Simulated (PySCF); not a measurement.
Method: PBE0/[I def2-SVP with ECP28, O def2-SVP], scalar-relativistic core potentials, density fitting, no spin–orbit coupling, PySCF.

```xyz
5
charge 0 multiplicity 1, angstrom
I    -0.8873    0.0000   -0.6275
O    -2.2531   -0.0001    0.5346
O    -0.7483    1.5047   -1.5932
O    -0.7482   -1.5047   -1.5933
I     1.3574    0.0000    0.9600
```

IO₃I (singlet), along the line from I1 (at 0) through O2 (at 1.793 Å). Core electrons replaced by a potential are absent, the electrostatic potential uses the reduced nuclear charge, and values within about 0.7 Å of such atoms have no physical meaning.

Question: Tabulate the fields along this line at 0.72, 0.90, 1.08, 1.26, 1.43, 1.61, 1.88, 2.06, 2.24, 2.42, 2.60, 2.78 Å.

Answer: 
```csv
distance (Å),electron density (e/Å³),electron localisation function,electrostatic potential (V)
0.72,2.13,0.2,60.5
0.90,1.26,0.301,34.6
1.08,1.52,0.622,26.3
1.26,2.43,0.672,36.8
1.43,4.16,0.357,89.5
1.61,15.1,0.144,312
1.88,147,0.983,837
2.06,6.3,0.159,152
2.24,3.21,0.745,46
2.42,1.39,0.803,14.8
2.60,0.546,0.708,4.51
2.78,0.205,0.5,0.989
```
